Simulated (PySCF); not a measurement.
Correlation energy of Be (beryllium, neutral)

[He] 2p2, high-spin 3P determinant (an excited configuration). Computed with PySCF 2.14 in aug-cc-pCVTZ-DK with one added diffuse shell each of s, p, d, f type (8s7p5d3f, 75 functions), with the spin-free X2C one-electron Hamiltonian (Gaussian nucleus). Frozen: nothing; 4 electrons correlated.

| level | correlation energy (mhartree) |
| --- | --- |
| CCSD | -53.42 |
| (T) | -0.08 |
| CCSD(T) | -53.50 |

Diagnostics: T1 = 0.0032, D1 = 0.0063, largest double amplitude 0.059.

Cost of the coupled-cluster step: of the order of 22 core-seconds, for 4 correlated electrons.

Iterations:

```
CC2 = 0
CCSD nocc = (np.int64(3), np.int64(1)), nmo = (75, 75)
frozen orbitals [[], []]
max_cycle = 100
direct = 0
conv_tol = 1e-08
conv_tol_normt = 1e-06
diis_space = 8
diis_start_cycle = 0
Init t2, MP2 energy = -0.0468447073574635
Init E_corr(UCCSD) = -0.0468447073581144
cycle = 1  E_corr(UCCSD) = -0.051895695806334  dE = -0.00505098845  norm(t1,t2) = 0.026275
cycle = 2  E_corr(UCCSD) = -0.0529164166150193  dE = -0.00102072081  norm(t1,t2) = 0.0104865
cycle = 3  E_corr(UCCSD) = -0.0534392800176316  dE = -0.000522863403  norm(t1,t2) = 0.00449734
cycle = 4  E_corr(UCCSD) = -0.053407579143589  dE = 3.1700874e-05  norm(t1,t2) = 0.000680921
cycle = 5  E_corr(UCCSD) = -0.0534213869537705  dE = -1.38078102e-05  norm(t1,t2) = 0.000120648
cycle = 6  E_corr(UCCSD) = -0.0534191940005448  dE = 2.19295323e-06  norm(t1,t2) = 1.51119e-05
cycle = 7  E_corr(UCCSD) = -0.053419397138215  dE = -2.0313767e-07  norm(t1,t2) = 3.74987e-06
cycle = 8  E_corr(UCCSD) = -0.053419420574749  dE = -2.3436534e-08  norm(t1,t2) = 2.40986e-06
cycle = 9  E_corr(UCCSD) = -0.0534194434716847  dE = -2.28969357e-08  norm(t1,t2) = 4.71297e-06
cycle = 10  E_corr(UCCSD) = -0.0534194430707147  dE = 4.00969952e-10  norm(t1,t2) = 3.34846e-07
UCCSD converged
E(UCCSD) = -14.39180479856191  E_corr = -0.05341944307071471
UCCSD(T) correction = -8.18878808988142e-05
```
